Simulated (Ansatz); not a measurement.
System: CH$_{8}$N$_{3}$Si (charge -1, singlet). It need not be the lowest isomer of its formula. Whether it binds its extra electron was not tested at this geometry. 
Geometry from a B3LYP-D3(BJ)/def2-TZVP (Ansatz, a first-principles code) optimisation:
```
Si
N 1 1.6494
H 2 1.0160 1 117.08
N 1 1.7861 2 115.55 3 64.12
H 4 1.0122 1 111.38 2 29.84
H 4 1.0141 5 108.78 1 -128.53
N 1 1.7932 2 111.90 3 -176.74
H 7 1.0163 1 110.02 2 63.86
H 7 1.0166 8 105.21 1 117.16
C 1 1.9143 2 119.80 3 -58.86
H 10 1.0942 1 109.93 2 57.06
H 10 1.0950 11 107.59 1 120.83
H 10 1.0959 11 107.97 12 116.37
```
Charge -1, spin multiplicity 1.

Total electronic energies in hartree. Correlated levels leave the core frozen unless marked. Spin-orbit coupling is left out. No relativistic terms. Basis-set limits of correlation are two-point, X^-3; Hartree-Fock from the larger set. The bracket is a focal-point correction in the basis named.

| level | program | energy (Eh) |
|---|---|---|
| HF/cc-pV(D+d)Z | Ansatz | -494.86358 |
| HF/aug-cc-pV(Q+d)Z | Ansatz | -494.99325 |
| RI-HF/cc-pV(Q+d)Z | Ansatz | -494.98952 |
| PBE0-D3(BJ)/def2-TZVPD | Ansatz + dftd3 | -496.51128 |
| PBE0/def2-QZVPP | Ansatz | -496.52675 |
| BHLYP-D3(BJ)/def2-TZVPD | Ansatz + dftd3 | -496.75301 |
| BHLYP-D4/def2-TZVPD | Ansatz + dftd4 | -496.75248 |
| r2SCAN0-D4/def2-TZVPD | Ansatz + dftd4 | -496.69822 |
| HSE06-D4/def2-TZVPD | Ansatz + dftd4 | -496.49369 |
| CAM-B3LYP-D3(BJ)/def2-TZVPD | Ansatz + dftd3 | -496.79031 |
| LC-wPBE-D3(BJ)/def2-TZVPD | Ansatz + dftd3 | -496.66385 |
| LC-wPBE-D4/def2-TZVPD | Ansatz + dftd4 | -496.66693 |
| RPA@PBE/cc-pV(Q+d)Z | Ansatz | -496.62125 |
| MP2/STO-3G | Ansatz | -488.93088 |
| MP2/aug-cc-pV(T+d)Z | Ansatz | -495.97142 |
| RI-MP2/aug-cc-pV(T+d)Z | Ansatz | -495.97112 |
| RI-MP2/CBS(aug-cc-pV(T+d)Z,aug-cc-pV(Q+d)Z) | Ansatz | -496.0842 |
| SCS-MP2/STO-3G | Ansatz | -488.94952 |
| SCS-MP2/cc-pVTZ | Ansatz | -495.91929 |
| CCSD(T)/6-31G | Ansatz | -495.21289 |
| CCSD(T)/6-31G* | Ansatz | -495.60298 |
| CCSD(T)/cc-pVTZ | Ansatz | -496.00290 |
| RI-MP2/CBS(aug-cc-pV(T+d)Z,aug-cc-pV(Q+d)Z)+[CCSD(T)-MP2]/aug-cc-pV(T+d)Z | Ansatz | -496.1605 |

Totals of different functionals don't rank their quality; only differences between species are comparable.
